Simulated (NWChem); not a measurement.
Program: NWChem. System: CH3AlCl, charge 1, spin multiplicity 1, displaced from the optimised geometry. The structure started from a generated list of species. Level: CCSD(T)/cc-pVDZ, 11 core orbitals frozen, spin-restricted.

Output (cleaned and shortened):

```
             Northwest Computational Chemistry Package (NWChem) 7.3.0
             --------------------------------------------------------

                                NWChem Input Module
                                -------------------

 Scaling coordinates for geometry "geometry" by  1.889725989
 (inverse scale =  0.529177249)

                             Geometry "geometry" -> ""
                             -------------------------

 Output coordinates in angstroms (scale by  1.889725989 to convert to a.u.)

  No.       Tag          Charge          X              Y              Z
 ---- ---------------- ---------- -------------- -------------- --------------
    1 Al                  13.0000     0.05280800    -0.41035700     0.00000000
    2 C                    6.0000     0.29292400    -2.31065100     0.00000000
    3 H                    1.0000     0.85463500    -2.60469500     0.90183700
    4 H                    1.0000     0.85463500    -2.60469500    -0.90183700
    5 H                    1.0000    -2.17732900    -3.53284800     0.00000000
    6 Cl                  17.0000    -0.20342000     1.60043900     0.00000000

 Effective nuclear repulsion energy (a.u.)     113.4456738147

            Nuclear Dipole moment (a.u.)
            ----------------------------
        X                 Y               Z
 ---------------- ---------------- ----------------
    -2.8008592637    -1.3857776414     0.0000000000


 Summary of "ao basis" -> "" (spherical)
 ------------------------------------------------------------------------------
       Tag                 Description            Shells   Functions and Types
 ---------------- ------------------------------  ------  ---------------------
 *                          cc-pvdz                   on all atoms

 Summary of "ao basis" -> "ao basis" (spherical)
 ------------------------------------------------------------------------------
       Tag                 Description            Shells   Functions and Types
 ---------------- ------------------------------  ------  ---------------------
 Al                         cc-pvdz                  8       18   4s3p1d
 C                          cc-pvdz                  6       14   3s2p1d
 H                          cc-pvdz                  3        5   2s1p
 Cl                         cc-pvdz                  8       18   4s3p1d

                                 NWChem SCF Module
                                 -----------------

  ao basis        = "ao basis"
  functions       =    65
  atoms           =     6
  closed shells   =    19
  open shells     =     0
  charge          =   1.00
  wavefunction    = RHF
  use symmetry    = F
  symmetry adapt  = F

 Summary of "ao basis" -> "ao basis" (spherical)
 ------------------------------------------------------------------------------
       Tag                 Description            Shells   Functions and Types
 ---------------- ------------------------------  ------  ---------------------
 Al                         cc-pvdz                  8       18   4s3p1d
 C                          cc-pvdz                  6       14   3s2p1d
 H                          cc-pvdz                  3        5   2s1p
 Cl                         cc-pvdz                  8       18   4s3p1d

 Forming initial guess at       0.1s

      Superposition of Atomic Density Guess
      -------------------------------------

 Sum of atomic energies:        -740.51362267

 Renormalizing density from      39.00 to     38

      Non-variational initial energy
      ------------------------------

 Total energy =    -729.001880
 1-e energy   =   -1217.095661
 2-e energy   =     374.648107
 HOMO         =      -0.500069
 LUMO         =      -0.349884

 Starting SCF solution at       3.7s

 ----------------------------------------------
         Quadratically convergent ROHF

 Convergence threshold     :          1.000E-07
 Maximum no. of iterations :          100
 Final Fock-matrix accuracy:          1.000E-09
 ----------------------------------------------

              iter       energy          gnorm     gmax       time
             ----- ------------------- --------- --------- --------
                 1     -740.3529057468  1.51D+00  3.87D-01      3.7
[...]
  11     -0.4195494795 -1.953D-06  5.755D-05     9.59     0.00     9.49
  12     -0.4195498652 -3.857D-07  3.716D-06     9.78     0.00     9.67
  13     -0.4195501563 -2.911D-07  5.831D-06    10.03     0.00     9.91
  14     -0.4195501780 -2.170D-08  2.462D-06    10.36     0.00    10.25
  15     -0.4195500444  1.336D-07  1.206D-06     9.58     0.00     9.49
  16     -0.4195500307  1.367D-08  3.301D-07     8.96     0.00     8.85
                  *************converged*************
-------------------------------------------------------------------------

 -----------
 CCSD Energy
 -----------
 Reference energy:            -740.594667681100987
 CCSD corr. energy:             -0.419550030743504
 Total CCSD energy:           -741.014217711844481

 --------------------------------
 Spin Component Scaled (SCS) CCSD
 --------------------------------
 Same spin contribution:                 -0.070337547886320
 Same spin scaling factor:                1.130000000000000
 Opposite spin contribution:             -0.349212482857183
 Opposite spin scaling fact.:             1.270000000000000
 SCS-CCSD correlation energy:            -0.522981282340165
 Total SCS-CCSD energy:                -741.117648963441184
 memory            104848636

*********triples calculation*********

nkpass=    1; nvpass=    1; memdrv=          98394; memtrn=         875574; memavail=      104848252
 memory available/node                      104848252
 total number of virtual orbitals        46
 number of virtuals per integral pass    46
 number of integral evaluations           1
 number of occupied per triples pass      8
 number of triples passes                 1

 commencing integral evaluation        1 at         162.10
  symmetry use  F
task         2 out of       496 done   0%  at       0.0 secs
task        25 out of       496 done   5%  at       1.2 secs
task        50 out of       496 done  10%  at       2.5 secs
task        75 out of       496 done  15%  at       3.0 secs
task       100 out of       496 done  20%  at       3.3 secs
task       124 out of       496 done  25%  at       3.6 secs
task       149 out of       496 done  30%  at       4.0 secs
task       174 out of       496 done  35%  at       4.7 secs
task       199 out of       496 done  40%  at       5.8 secs
task       224 out of       496 done  45%  at       6.7 secs
task       248 out of       496 done  50%  at       7.5 secs
task       273 out of       496 done  55%  at       8.3 secs
task       298 out of       496 done  60%  at       9.0 secs
task       323 out of       496 done  65%  at       9.6 secs
task       348 out of       496 done  70%  at      10.0 secs
task       372 out of       496 done  75%  at      10.3 secs
task       399 out of       496 done  80%  at      10.6 secs
task       422 out of       496 done  85%  at      10.9 secs
task       447 out of       496 done  90%  at      11.2 secs
task       472 out of       496 done  95%  at      11.4 secs
task       496 out of       496 done 100%  at      11.6 secs
 commencing triples evaluation - blocking       1
 ccsd(t): done        1 out of       46 progress:    2.2%
 ccsd(t): done        2 out of       46 progress:    4.3%
 ccsd(t): done        3 out of       46 progress:    6.5%
 ccsd(t): done        4 out of       46 progress:    8.7%
 ccsd(t): done        5 out of       46 progress:   10.9%
 ccsd(t): done        6 out of       46 progress:   13.0%
 ccsd(t): done        7 out of       46 progress:   15.2%
 ccsd(t): done        8 out of       46 progress:   17.4%
 ccsd(t): done        9 out of       46 progress:   19.6%
 ccsd(t): done       10 out of       46 progress:   21.7%
 ccsd(t): done       11 out of       46 progress:   23.9%
 ccsd(t): done       12 out of       46 progress:   26.1%
 ccsd(t): done       13 out of       46 progress:   28.3%
 ccsd(t): done       14 out of       46 progress:   30.4%
 ccsd(t): done       15 out of       46 progress:   32.6%
 ccsd(t): done       16 out of       46 progress:   34.8%
 ccsd(t): done       17 out of       46 progress:   37.0%
 ccsd(t): done       18 out of       46 progress:   39.1%
 ccsd(t): done       19 out of       46 progress:   41.3%
 ccsd(t): done       20 out of       46 progress:   43.5%
 ccsd(t): done       21 out of       46 progress:   45.7%
 ccsd(t): done       22 out of       46 progress:   47.8%
 ccsd(t): done       23 out of       46 progress:   50.0%
 ccsd(t): done       24 out of       46 progress:   52.2%
 ccsd(t): done       25 out of       46 progress:   54.3%
 ccsd(t): done       26 out of       46 progress:   56.5%
 ccsd(t): done       27 out of       46 progress:   58.7%
 ccsd(t): done       28 out of       46 progress:   60.9%
 ccsd(t): done       29 out of       46 progress:   63.0%
 ccsd(t): done       30 out of       46 progress:   65.2%
 ccsd(t): done       31 out of       46 progress:   67.4%
 ccsd(t): done       32 out of       46 progress:   69.6%
 ccsd(t): done       33 out of       46 progress:   71.7%
 ccsd(t): done       34 out of       46 progress:   73.9%
 ccsd(t): done       35 out of       46 progress:   76.1%
 ccsd(t): done       36 out of       46 progress:   78.3%
 ccsd(t): done       37 out of       46 progress:   80.4%
 ccsd(t): done       38 out of       46 progress:   82.6%
 ccsd(t): done       39 out of       46 progress:   84.8%
 ccsd(t): done       40 out of       46 progress:   87.0%
 ccsd(t): done       41 out of       46 progress:   89.1%
 ccsd(t): done       42 out of       46 progress:   91.3%
 ccsd(t): done       43 out of       46 progress:   93.5%
 ccsd(t): done       44 out of       46 progress:   95.7%
 ccsd(t): done       45 out of       46 progress:   97.8%
 ccsd(t): done       46 out of       46 progress:  100.0%
 Time for integral evaluation pass     1       11.68
 Time for triples evaluation pass      1        2.05

 pseudo-e(mp4)  -0.23592329032545E-01
 pseudo-e(mp5)   0.38799840977956E-03
        e(t)    -0.23204330622765E-01

 --------------
 CCSD(T) Energy
 --------------
 Reference energy:                    -740.594667681100987

 CCSD corr. energy:                     -0.419550030743504
 T(CCSD) corr. energy:                  -0.023592329032545
 Total CCSD+T(CCSD) energy:           -741.037810040877048

 CCSD corr. energy:                     -0.419550030743504
 (T) corr. energy:                      -0.023204330622765
 Total CCSD(T) energy:                -741.037422042467256

 routine      calls  cpu(0)   cpu-min  cpu-ave  cpu-max   i/o
 aoccsd          1     0.01     0.01     0.01     0.01    0.00
 iterdrv         1     0.02     0.02     0.02     0.02    0.00
 pampt          16     0.12     0.12     0.12     0.12    0.00
 t2pm           16     0.23     0.23     0.23     0.23    0.00
 sxy            16     1.13     1.13     1.13     1.13    0.00
 ints      3815872   137.74   137.74   137.74   137.74    0.00
 t2eri        7936     8.00     8.00     8.00     8.00    0.00
 idx2         7936     1.54     1.54     1.54     1.54    0.00
 idx34          16     0.10     0.10     0.10     0.10    0.00
 ht2pm          16     0.28     0.28     0.28     0.28    0.00
 itm            16     1.06     1.06     1.06     1.06    0.00
 pdiis          16     0.03     0.03     0.03     0.03    0.00
 triples         1     0.00     0.00     0.00     0.00    0.00
 rdtrpo          1     0.01     0.01     0.01     0.01    0.00
 trpmos          1    11.68    11.68    11.68    11.68    0.00
 trpdrv          1     0.30     0.30     0.30     0.30    0.00
 dovvv       26496     0.81     0.81     0.81     0.81    0.00
 doooo       26496     0.22     0.22     0.22     0.22    0.00
 tengy       23552     0.68     0.68     0.68     0.68    0.00
 Total               163.96   163.96   163.96   163.96    0.00

 Task  times  cpu:      180.5s     wall:      180.5s

 Total times  cpu:      180.6s     wall:      180.6s
```

### Question
Write an NWChem input that would produce this output.

### Answer
This is not unique; one that fits is 
```
start mol
memory heap 100 mb stack 700 mb global 1900 mb
charge 1
geometry units angstroms nocenter noautoz noautosym
  Al     0.052808    -0.410357     0.000000
  C      0.292924    -2.310651     0.000000
  H      0.854635    -2.604695     0.901837
  H      0.854635    -2.604695    -0.901837
  H     -2.177329    -3.532848     0.000000
  Cl    -0.203420     1.600439     0.000000
end
basis spherical
  * library cc-pvdz
end
scf
  rhf
  nopen 0
  maxiter 100
  thresh 1e-7
  semidirect memsize 60000000 filesize 0
end
ccsd
  freeze core 11
  maxiter 60
end
task ccsd(t) energy
```
